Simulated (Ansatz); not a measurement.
Relaxation of CH4AlGaO (8 atoms, charge 0, multiplicity 1), to a largest force component of 0.015 eV/Å in at most 40 steps.

Level of theory: Ansatz 0.2.0, RKS PBE0/def2-SVP.

```xyz
8
Properties=species:S:1:pos:R:3
O -1.364 1.600 -1.442
Al -0.417 0.596 -0.539
C 1.161 -0.004 0.430
Ga -0.519 -1.742 0.623
H -1.913 2.185 -1.951
H 2.195 0.235 0.135
H 1.025 0.508 1.409
H -0.168 -3.378 1.336
```

Where does it end, and by what steps?

It converged. After 23 steps the energy has fallen by 0.848 eV; H8 moved furthest, 0.38 Å.

```csv
step,energy less start (eV),largest force component (eV/Å),accepted
0,0.0000,1.607,yes
1,-0.4711,0.903,yes
2,-0.6805,0.600,yes
3,-0.7388,0.434,yes
4,-0.7588,0.167,yes
5,-0.7675,0.081,yes
6,-0.7700,0.074,yes
7,-0.7711,0.057,yes
8,-0.7718,0.050,yes
9,-0.7722,0.042,yes
10,-0.7731,0.071,yes
11,-0.7742,0.160,yes
12,-0.7753,0.197,yes
13,-0.7675,0.942,no
14,-0.7864,0.330,yes
15,-0.7881,1.088,yes
16,-0.8110,0.395,yes
17,-0.7580,0.594,no
18,-0.8408,0.359,yes
19,-0.8384,0.196,no
20,-0.8469,0.156,yes
21,-0.8474,0.025,yes
22,-0.8475,0.023,yes
23,-0.8476,0.010,yes
```

```xyz
8
Properties=species:S:1:pos:R:3
O -1.104 1.760 -1.525
Al -0.566 0.549 -0.460
C 1.067 -0.057 0.372
Ga -0.285 -1.547 0.704
H -2.012 1.926 -1.787
H 2.156 -0.076 0.216
H 0.848 0.493 1.330
H -0.104 -3.048 1.149
```

Whether the end is a true minimum wasn't checked by a vibrational analysis.

Run time: 75 s on 2 threads of Arm Neoverse V1, on a shared host, peak memory 0.21 GiB.
